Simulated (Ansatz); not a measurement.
```yaml
crystal:
  periodic: [false, false, false]
  atoms:
    - {symbol: O, position_ang: [0.702790, -0.070523, 1.686330]}
    - {symbol: Si, position_ang: [1.139499, -0.060301, 0.111195]}
    - {symbol: O, position_ang: [-0.148385, -0.141789, -0.913492]}
    - {symbol: B, position_ang: [-1.487259, -0.134766, -0.845896]}
    - {symbol: F, position_ang: [-2.173345, -0.270755, -1.971097]}
    - {symbol: H, position_ang: [0.341711, 0.725598, 2.077509]}
    - {symbol: H, position_ang: [1.861032, 1.185203, -0.240163]}
    - {symbol: H, position_ang: [1.947528, -1.275147, -0.098956]}
    - {symbol: H, position_ang: [-2.095170, -0.003819, 0.177370]}
basis:
  gaussian: {orbitals: def2-TZVPP, point_charges: [{charge: 2.00, position_ang: [5.664, -0.337, -0.020]}]}
total_charge: 1
magnetization: {spin_polarized: false, initial_magnetization: 1}
hamiltonian: {xc: {name: LC-wPBE}}
accuracy: high
scf: {lower_state_search: off}
```

```sh
$ ansatz run in.yaml --threads 2 --pin off --events-out ev --progress --plain --max-ram 4352MiB
```

Shortened log:

```
Functional definition: LC-wPBE
3835 factors; integrals over basis functions are off by at most 7.0e-9 eV
710 factors; integrals over basis functions are off by at most 1.9e-9 eV
mean field evaluation 1: about -15398.1286 eV, gradient 1.0e2 eV
mean field evaluation 2: about -15398.1247 eV, gradient 1.0e2 eV
mean field evaluation 4: about -15411.9084 eV, gradient 3.6e1 eV
mean field evaluation 8: about -15414.4457 eV, gradient 1.2e1 eV
mean field evaluation 16: about -15414.9949 eV, gradient 3.5e-1 eV
mean field evaluation 32: about -15414.9955 eV, gradient 5.3e-5 eV
mean field -15414.99548488 eV, -566.4906354101 hartree, gradient 5.0e-8 eV, S^2 0.750000; 0 other end points of the search recorded, 0 dependent functions left out
reference -15414.99548488 eV, -566.4906354101 hartree; 24, 23 occupied and 198, 199 virtual orbitals, 3835 factors
Total energy: -15414.99548488 eV, -566.4906354101 hartree
Checks for a lower state left out: stability, starts, cluster_reference, orbital_swaps, neighbouring_geometries, increment
```

Run time 26 s (2 threads of an Arm Neoverse V1 on a shared host); peak host memory 1.1 GiB.
